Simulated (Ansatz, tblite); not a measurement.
Isomers of Al7 (doublet), found by a short tight-binding search and relaxed with r2SCAN-D4/def2-SVP in Ansatz.

The xTB rows come from tblite. B3LYP takes the VWN-RPA correlation.

Run but left out: HF/def2-SVP, MP2/def2-SVP, CCSD/def2-SVP, CCSD(T)/def2-SVP (A: ⟨S²⟩ 2.35, where a pure state has 0.75).

B: At r2SCAN-D4/def2-TZVP, ωB97X-V/def2-TZVP the charge 0 doublet is spin-contaminated (final ⟨S²⟩ up to 1.05, 0.75 for a pure state).

Other spin states were run for one of them alone.

A:

```csv
atom,x (Å),y (Å),z (Å)
Al1,-1.636,-1.030,0.862
Al2,-1.281,0.940,-0.755
Al3,0.967,-1.051,1.563
Al4,0.217,-1.524,-0.853
Al5,1.502,0.915,-0.010
Al6,0.663,0.501,-2.460
Al7,-0.432,1.249,1.654
```

B:

Cartesian coordinates in Å:
```
Al 0.545 -0.741 1.960
Al -1.906 1.886 -0.760
Al -1.180 -0.333 -1.782
Al -1.643 0.452 1.332
Al 0.512 0.864 -0.142
Al 1.009 -1.528 -1.156
Al 2.662 -0.600 0.548
```

**Question.** Estimate which lies lowest at each level, and how far above it the others are (kJ/mol).

**Answer.** 
```csv
level,A,B
GFN1-xTB,19.7,0.0
GFN2-xTB,0.0,42.7
PBE-D4/def2-TZVP,0.0,119.5
r2SCAN-D4/def2-TZVP,0.0,125.8
B3LYP-D4/def2-TZVP,0.0,98.8
PBE0-D4/def2-TZVP,0.0,123.5
ωB97X-V/def2-TZVP,0.0,115.3
```
Point groups (tolerance 0.1 Å): A C3v, B C2v. Lower isomers may exist.
